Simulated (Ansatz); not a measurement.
CH8ClNSi2 (`NC([SiH3])[SiH2]Cl`). The species carries charge 0 and has multiplicity 1. All single points use the PBE0-D4/def2-TZVP geometry. It is one conformer, not always the lowest.

```xyz
13

N     0.073    1.044   -1.316
C     0.504    0.114   -0.264
Si    0.127    0.729    1.485
Si   -0.155   -1.593   -0.646
Cl   -2.215   -1.494   -0.716
H    -0.939    1.097   -1.352
H     0.415    1.982   -1.143
H     1.595   -0.019   -0.338
H     0.656   -0.184    2.536
H    -1.342    0.883    1.656
H     0.759    2.069    1.643
H     0.218   -2.550    0.424
H     0.303   -2.077   -1.969
```

**Question.** What is the dipole moment at r2SCAN/def2-TZVPP? (Best estimate.)

**Answer.** Computed: 1.56 D, with components (1.23, 0.88, 0.37) D in this frame, pointing from negative to positive charge.

**Question.** And with PBE, B3LYP, ωB97M-V? (Best estimate.)

**Answer.** Computed: PBE 1.50 D, B3LYP 1.57 D, ωB97M-V 1.57 D.

**Question.** Give the Mulliken charges with r2SCAN, ωB97M-V, B3LYP in def2-TZVPP. (Best estimate.)

**Answer.** Computed: 
```
atom  r2SCAN  ωB97M-V  B3LYP
  N1   -0.35    -0.28  -0.33
  C2   -0.11    -0.23  -0.11
 Si3    0.25     0.15   0.23
 Si4    0.45     0.33   0.42
 Cl5   -0.27    -0.23  -0.27
  H6    0.15     0.13   0.14
  H7    0.14     0.11   0.13
  H8    0.07     0.13   0.10
  H9   -0.07    -0.03  -0.07
 H10   -0.06    -0.01  -0.05
 H11   -0.08    -0.03  -0.07
 H12   -0.07    -0.02  -0.06
 H13   -0.07    -0.01  -0.06
```

B3LYP here is the variant with VWN-RPA as its local correlation; programs differ in this.
